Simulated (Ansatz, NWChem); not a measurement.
The same job for NWChem

Ansatz 0.2.0 runs this on doublet [CH6BNO2]+:

run.yaml:
```yaml
crystal:
  periodic: [false, false, false]
  atoms:
    - symbol: C
      position_ang: [0.713500, 0.851600, 1.129700]
    - symbol: O
      position_ang: [-0.446700, 0.102500, 0.878500]
    - symbol: B
      position_ang: [-0.644000, -0.506700, -0.338400]
    - symbol: "N"
      position_ang: [0.275800, -0.431900, -1.403700]
    - symbol: O
      position_ang: [-1.801000, -1.223100, -0.514800]
    - symbol: H
      position_ang: [0.801300, 1.701800, 0.443100]
    - symbol: H
      position_ang: [0.654400, 1.238600, 2.147600]
    - symbol: H
      position_ang: [1.616900, 0.236000, 1.047600]
    - symbol: H
      position_ang: [1.144100, 0.066300, -1.366900]
    - symbol: H
      position_ang: [0.095200, -0.890900, -2.277500]
    - symbol: H
      position_ang: [-2.344100, -1.201100, 0.275400]
basis:
  gaussian: {orbitals: STO-3G}
total_charge: 1
magnetization: {spin_polarized: true, initial_magnetization: 1}
hamiltonian: {xc: hf}
accuracy: high
output: {orbitals: {seedname: orbitals}}
```

```bash
$ ansatz run run.yaml --threads 1 --pin off --max-ram 3480MiB --events-out events.jsonl --progress --plain --runs-dir runs
```

The coordinates come from a PBE0-D4/def2-TZVP relaxation. This is one conformer, not always the lowest. That shape belongs to the parent species and isn't relaxed for this state.

It gives a total energy of -266.587347 Eh.

Task: Translate the job to NWChem 7.3.0 as an input file of the program's own.

Result: One way, which was run:

nw.nw:
```
start nw
memory 2200 mb
charge 1
geometry units angstroms noautosym nocenter noautoz
 C     0.713500    0.851600    1.129700
 O    -0.446700    0.102500    0.878500
 B    -0.644000   -0.506700   -0.338400
 N     0.275800   -0.431900   -1.403700
 O    -1.801000   -1.223100   -0.514800
 H     0.801300    1.701800    0.443100
 H     0.654400    1.238600    2.147600
 H     1.616900    0.236000    1.047600
 H     1.144100    0.066300   -1.366900
 H     0.095200   -0.890900   -2.277500
 H    -2.344100   -1.201100    0.275400
end
basis spherical bse
 C library STO-3G
 O library STO-3G
 B library STO-3G
 N library STO-3G
 H library STO-3G
end
scf
 doublet
 uhf
 thresh 1e-08
 maxiter 80
 noprint "final vectors analysis"
end
task scf energy
```

```bash
$ nwchem nw.nw > nw.out
```

Its energy is -266.587347 Eh, the same as the first but for the last digit, at most.
